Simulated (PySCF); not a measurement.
Constitutional and geometric isomers with formula H5NSi2. Gas-phase values, no solvent. Strings in code marks are SMILES.

The four lowest singlet excitations (Tamm–Dancoff). All values below come from CAM-B3LYP-D3(BJ)/def2-TZVP (PySCF). Excitations are Tamm–Dancoff values on a coarser integration grid. The basis has no diffuse functions, so Rydberg states are missing or too high.

```tsv
state	energy (eV)	wavelength (nm)	oscillator strength
S1	3.64	341	0.000
S2	5.63	220	0.288
S3	6.18	201	0.058
S4	6.94	179	0.047
```

Question: Name which member gives these states.
(A) `[SiH2]=N[SiH3]`
(B) `[H]/N=[SiH]\[SiH3]`
(C) `N[SiH]=[SiH2]`

Answer: A, `[SiH2]=N[SiH3]`
